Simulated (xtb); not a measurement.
Ge(F)3(SH) (F3GeHS), SMILES [F][Ge]([F])([F])[SH]. All values are semi-empirical tight-binding results from xtb (GFN2-xTB unless named), good for trends rather than for accurate numbers. Coordinates come from a GFN2-xTB optimisation. The structure was generated by enumeration, and PubChem lists no compound with its InChIKey, so it may never have been made. The values are those of a single conformer.

The geometry has at least one imaginary mode, so it is a saddle point at that level.

For metal compounds this method's bond lengths and energies can be far off.

Computed properties:
The point group as xtb finds it is Cs and the orbital gap is 4.15 eV.
